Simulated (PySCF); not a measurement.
Bi(Cl)2(OH) (BiCl₂HO), SMILES [OH][Bi]([Cl])[Cl].

Geometry optimised at PBE0-D3(BJ)/def2-SVP. The def2 effective core potentials stand for the cores of Bi; spin–orbit coupling is left out. One conformer was computed; it need not be the lowest.

These are TDDFT-LC-ωPBE/def2-SVPD run with PySCF 2.14.0 values and carry that method's errors.

Vertical excitations. Gas-phase values at a fixed geometry. State labels are in the subgroup Cs.

Computed UV-visible absorptions:
```tsv
state	symmetry	energy (eV)	λ (nm)	f	main pairs
S1	A'	5.89	211	0.071	HOMO→LUMO 86 %
S2	A"	5.97	208	0.002	HOMO−1→LUMO 42 %, HOMO→LUMO+1 41 %, HOMO−2→LUMO 9 %
S3	A"	6.06	205	0.002	HOMO−2→LUMO 48 %, HOMO−1→LUMO 26 %, HOMO−3→LUMO+1 12 %
S4	A'	6.22	199	0.010	HOMO−3→LUMO 51 %, HOMO−1→LUMO+1 30 %
S5	A'	6.56	189	0.026	HOMO−1→LUMO+1 41 %, HOMO−2→LUMO+1 27 %, HOMO−3→LUMO 11 %, HOMO→LUMO 7 %
S6	A"	6.58	188	0.049	HOMO→LUMO+1 28 %, HOMO−2→LUMO 24 %, HOMO−2→LUMO+2 21 %, HOMO−4→LUMO+2 6 %
S7	A"	6.63	187	0.040	HOMO−4→LUMO 23 %, HOMO−3→LUMO+1 22 %, HOMO−4→LUMO+2 18 %, HOMO−2→LUMO+2 13 %
S8	A'	6.69	185	0.023	HOMO→LUMO+2 41 %, HOMO−2→LUMO+1 19 %, HOMO−3→LUMO 17 %, HOMO−4→LUMO+1 12 %
S9	A"	6.76	183	0.016	HOMO−4→LUMO 54 %, HOMO−2→LUMO+2 17 %, HOMO−4→LUMO+2 11 %, HOMO→LUMO+1 8 %
S10	A'	6.85	181	0.037	HOMO−2→LUMO+1 36 %, HOMO→LUMO+2 36 %, HOMO−3→LUMO 8 %, HOMO−1→LUMO+1 6 %
T1	A'	4.98	249	0	HOMO→LUMO 85 %
T2	A"	5.22	237	0	HOMO→LUMO+1 83 %
T3	A"	5.55	224	0	HOMO−1→LUMO 81 %
T4	A"	5.67	219	0	HOMO−2→LUMO 62 %, HOMO−3→LUMO+1 18 %
```
Triplets are in the Tamm–Dancoff approximation, which puts them higher than full response would, so one can lie above its singlet here.
